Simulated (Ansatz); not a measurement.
`[OH][Ti]([OH])([OH])[OH]` and `[OH][Hf]([OH])([OH])[OH]` differ in one element.

Ansatz, PBE0-D4/def2-TZVP geometries, multiplicity 1. Each molecule was computed in one conformer, which needn't be the lowest.

Elements past krypton have def2 core potentials. Scalar relativity is left out up to krypton.

```csv
property,`[OH][Ti]([OH])([OH])[OH]`
HOMO–LUMO gap (ωB97M-V/def2-TZVPP) / eV,12.24
HOMO–LUMO gap (PBE0/def2-TZVPP) / eV,7.85
LUMO energy (ωB97M-V/def2-TZVPP) / eV,0.82
HOMO–LUMO gap (B3LYP/def2-TZVPP) / eV,7.26
HOMO energy (B3LYP/def2-TZVPP) / eV,-8.70
LUMO energy (B3LYP/def2-TZVPP) / eV,-1.45
```

(1) Give the same properties after the change, and the shifts. (Best estimate.)

Answers

(1) Ansatz gave: 
| property | `[OH][Hf]([OH])([OH])[OH]` | shift |
| --- | --- | --- |
| HOMO–LUMO gap (ωB97M-V/def2-TZVPP) / eV | 12.14 | -0.10 |
| HOMO–LUMO gap (PBE0/def2-TZVPP) / eV | 8.55 | 0.70 |
| LUMO energy (ωB97M-V/def2-TZVPP) / eV | 1.15 | 0.33 |
| HOMO–LUMO gap (B3LYP/def2-TZVPP) / eV | 7.94 | 0.68 |
| HOMO energy (B3LYP/def2-TZVPP) / eV | -8.26 | 0.44 |
| LUMO energy (B3LYP/def2-TZVPP) / eV | -0.32 | 1.13 |

With PBE0 the HOMO rises by 0.43 eV and the LUMO rises by 1.14 eV, so the gap widens by about 0.71 eV. PBE moves the HOMO by 0.43 eV and ωB97M-V by 0.43 eV.

B3LYP here is the variant with VWN-RPA as its local correlation; programs differ in this.
